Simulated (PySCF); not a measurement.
# Spin states and ions at one geometry of [Au3]−

PySCF 2.14.0, UKS PBE0, Au def2-SVP with ECP60; non-relativistic Hamiltonian with scalar-relativistic core potentials where named; density fitting; no spin-orbit coupling; singlets restricted, open shells unrestricted. The geometry is relaxed for charge -1, triplet, vacuum:

```xyz
3

Au    1.5944    0.0000    0.0000
Au   -0.7972    1.3808    0.0000
Au   -0.7972   -1.3808    0.0000
```

Energies count from the relaxed state; an electron taken off or put on is at rest in vacuum. Charges and spins are Mulliken's.

```json
{"state": "charge -1, triplet, vacuum", "energy (eV)": "0.00", "spin squared": "2.01", "charge on Au1 (e)": "-0.33", "spin on Au1 (e)": "0.67", "dipole about the centre of mass (D)": "0.00"}
{"state": "charge -1, singlet, vacuum", "energy (eV)": "0.82", "spin squared": "0.00", "charge on Au1 (e)": "-0.16", "spin on Au1 (e)": "0.00", "dipole about the centre of mass (D)": "2.51"}
{"state": "charge 0, doublet, vacuum", "energy (eV)": "2.35", "spin squared": "0.76", "charge on Au1 (e)": "-0.13", "spin on Au1 (e)": "0.66", "dipole about the centre of mass (D)": "1.41"}
{"state": "charge 0, quartet, vacuum", "energy (eV)": "4.21", "spin squared": "3.76", "charge on Au1 (e)": "0.00", "spin on Au1 (e)": "1.00", "dipole about the centre of mass (D)": "0.00"}
```

What does the state charge -1, quintet, vacuum give?

energy (eV) 4.32, spin squared 6.02, charge on Au1 (e) -0.33, spin on Au1 (e) 1.33, dipole about the centre of mass (D) 0.00.

With an electron taken off (doublet, the lower of the two states computed) the charges change, summed by element, by Au +1.00 e. The vertical ionisation energy is 2.35 eV, against −ε(HOMO) = 0.75 eV over both spins of the relaxed state. The level lies 1.6 eV too high, as is usual for semilocal functionals and global hybrids, which keep a self-interaction error.

Open shells may have lower solutions than those found.
